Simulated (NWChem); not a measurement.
**A calculation on germanium monotelluride (GeTe)**

```xyz
2

Ge     0.0000     0.0000     1.4649
Te     0.0000     0.0000    -0.9015
```
Charge 0, spin multiplicity 1.

The numbers come from NWChem runs, not from measurements. The geometry was optimised at B3LYP/def2-SVP with def2 effective core potentials on Te, a minimum by its harmonic frequencies.

Symmetry labels belong to the abelian group C2v used in the runs, with the axes of the coordinates shown; states degenerate in a higher group split over its labels.

Effective core potentials replace the inner electrons of Te; spin-orbit coupling is left out. The correlated methods keep 13 core orbitals frozen.

**Question.** List the 4 singlet excitations that EOM-CCSD/def2-SVPD with def2 effective core potentials on Te, 13 core orbitals frozen gives, with oscillator strengths.

**Answer.** 
```tsv
state	symmetry	energy (eV)	wavelength (nm)	f
1	a2	3.05	406	0.000
2	a1	3.09	401	0.000
3	b2	3.60	345	0.004
4	b1	3.60	345	0.004
```
These are the lowest roots of each symmetry, so higher states are missing between them.
